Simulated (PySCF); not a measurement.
C₁₀H₁₀Ru, singlet, GFN2-xTB optimised geometry.

```
21

Ru    -0.02     0.02     0.00
C      1.01     1.99     0.00
C      1.75     1.09    -0.82
C      2.20     0.02     0.00
C      1.75     0.25     1.33
C      1.01     1.47     1.33
H      0.64     2.96    -0.30
H      2.03     1.26    -1.85
H      2.89    -0.76    -0.30
H      2.03    -0.31     2.20
H      0.64     1.99     2.20
C     -2.22    -0.12     0.27
C     -1.62    -1.31     0.78
C     -0.97    -1.97    -0.30
C     -1.16    -1.19    -1.47
C     -1.94    -0.05    -1.12
H     -2.89     0.52     0.82
H     -1.76    -1.71     1.78
H     -0.53    -2.96    -0.26
H     -0.90    -1.49    -2.48
H     -2.36     0.66    -1.81
```

Density from PySCF with PBE0/def2-SVP, def2 effective core potentials past Kr at that geometry. The core electrons that the potentials of Ru replace are not part of the density.

Minimum of the electron density along straight lines between bonded atoms, close to the bond critical point (lines longer than 1.1 times the sum of covalent radii, or with two minima, are not listed):

```csv
bond,length / Å,ρ at the minimum / e bohr⁻³,∇²ρ there / e bohr⁻⁵,position (fraction from the first atom)
Ru1–C2,2.221,0.080,0.23,0.53
Ru1–C3,2.221,0.080,0.23,0.53
C2–C3,1.423,0.290,-0.67,0.50
Ru1–C4,2.221,0.080,0.23,0.53
C3–C4,1.423,0.290,-0.67,0.50
Ru1–C5,2.221,0.080,0.23,0.53
C4–C5,1.423,0.290,-0.67,0.50
Ru1–C6,2.221,0.080,0.23,0.53
C2–C6,1.423,0.290,-0.67,0.50
C5–C6,1.423,0.290,-0.67,0.50
C2–H7,1.082,0.280,-1.07,0.64
C3–H8,1.082,0.280,-1.07,0.64
C4–H9,1.082,0.280,-1.07,0.64
C5–H10,1.082,0.280,-1.07,0.64
C6–H11,1.082,0.280,-1.07,0.64
Ru1–C12,2.221,0.080,0.23,0.53
Ru1–C13,2.221,0.080,0.23,0.53
C12–C13,1.423,0.290,-0.67,0.50
Ru1–C14,2.221,0.080,0.23,0.53
C13–C14,1.423,0.290,-0.67,0.50
Ru1–C15,2.221,0.080,0.23,0.53
C14–C15,1.423,0.290,-0.67,0.50
Ru1–C16,2.221,0.080,0.23,0.53
C12–C16,1.423,0.290,-0.67,0.50
C15–C16,1.423,0.290,-0.67,0.50
C12–H17,1.082,0.280,-1.07,0.64
C13–H18,1.082,0.280,-1.07,0.64
C14–H19,1.082,0.280,-1.07,0.64
C15–H20,1.082,0.280,-1.07,0.64
C16–H21,1.082,0.280,-1.07,0.64
```
